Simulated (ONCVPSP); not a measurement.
## Pseudopotential generation for indium (In): ONCV, PBE, fully relativistic.

```
Element                 : indium
Generator               : ONCVPSP 4.0.1
Type                    : optimised norm-conserving Vanderbilt (ONCV)
Functional              : PBE
Relativity              : fully relativistic
Frozen core             : [Kr]
Valence charge          : 13
Reference configuration : 4d10 5s2 5p0.5 (charge +0.5)
Partial waves           : 5s: rc 1.95 bohr, ncon 4, nbas 8, qcut 2.6 1/bohr, 3 projectors, debl 1 Ha; 5p: rc 2.70 bohr, ncon 4, nbas 7, qcut 2.4 1/bohr, 2 projectors, debl 1.5 Ha; 4d: rc 1.70 bohr, ncon 4, nbas 8, qcut 11.1 1/bohr, 2 projectors, debl 2.7 Ha
Local potential         : polynomial inside 1.25 bohr (lpopt 2, dvloc0 1 Ha)
Core correction         : Teter function, fcfact 2.75, rcfact 1.35
```

Open shells are filled in proportion to 2j + 1.

All-electron outer shells of the reference configuration (PBE, scalar-relativistic, ld1.x):

| shell | level (eV) | outermost node (bohr) | outermost maximum (bohr) |
| --- | --- | --- | --- |
| 4s | -123.15 | 0.41 | 0.77 |
| 4p | -81.62 | 0.42 | 0.82 |
| 4d | -22.11 | 0.40 | 0.94 |
| 5s | -11.39 | 1.02 | 2.13 |
| 5p | -5.31 | 1.14 | 2.74 |

(1) Estimate the cutoffs (Ha) at which the residual kinetic energy of the hardest occupied pseudo-wave falls to 1 and 0.1 mHa per electron.

(2) What does a ghost test show?

(3) Which valence shell sets the plane-wave cutoff?

(4) Tests: 4d10 5s2 5p1; 4d10 5s2 5p0; 4d10 5s1 5p0; 4d10 5s0 5p3. Which has the largest error in its energy relative to the reference configuration, and how large is it?

Answers

(1) 37 Ha and 43 Ha.

(2) Ghosts flagged at negative energy: s at -139.4 eV; GHOST(+) flagged for p3/2 at 76.9 eV, s at 94.8 eV, s at 466.1 eV. A true bound ghost makes a file unfit for plane-wave use.

(3) 4d: 37 Ha for 1 mHa per electron, against 15 Ha for 5s.

(4) 4d10 5s0 5p3, with +16 meV (all-electron minus pseudo) on +9.98 eV.
